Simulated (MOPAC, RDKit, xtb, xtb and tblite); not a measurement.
Torsional profile of H6Cl3NSi3, SMILES N[SiH2][SiH2][Si](Cl)(Cl)Cl. Scanned: dihedral H8–N1–Si2–Si3; all other coordinates were relaxed at GFN2-xTB.

Geometry of the scan point at 150° (Å):
```
13

N      2.3540    -0.7781     0.0062
Si     1.3345    -1.0534    -1.3487
Si    -0.8182    -1.2541    -0.4948
Si    -0.9714    -0.7477     1.7741
Cl    -2.8375    -0.4550     2.5284
Cl    -0.1029    -2.1628     2.9515
Cl     0.0443     0.9891     2.1711
H      3.3113    -1.0849     0.0110
H      2.2330     0.0258     0.5993
H      1.8537    -2.2936    -1.9323
H      1.4218    -0.0279    -2.4062
H     -1.7858    -0.3813    -1.1813
H     -1.3905    -2.5992    -0.6640
```

- GFN2-xTB (xtb and tblite)
- UFF // GFN2-xTB (RDKit)
- AM1, restricted, heats of formation // GFN2-xTB (MOPAC)
- PM6, restricted, heats of formation // GFN2-xTB (MOPAC)
- GFN1-xTB // GFN2-xTB (xtb)

Least-squares fit of E(φ) = a0 + Σ (a_n cos nφ + b_n sin nφ), n = 1 to 4, to the 12 scan points, in kJ/mol above the lowest point of each profile (levels whose profile four harmonics don't fit are not listed):

```
method       a0     a1     b1     a2     b2     a3     b3     a4     b4  rms of fit
--------  -----  -----  -----  -----  -----  -----  -----  -----  -----  ----------
GFN2-xTB   1.89  -0.48   0.00  -1.32   0.00   1.94   0.00   0.58   0.00        0.18
UFF        9.26   0.53  -0.25   2.56   0.18   8.72   0.15  -0.52  -0.19        0.86
AM1       10.27   3.48   0.06   6.50  -0.09  -6.81  -0.04  -1.50   0.05        0.96
PM6        7.55   0.94   0.09   0.26  -0.06  -6.49  -0.02   0.67   0.07        0.53
GFN1-xTB   5.48  -0.94   0.06  -2.12  -0.03  -2.66  -0.02   0.36   0.03        0.26
```
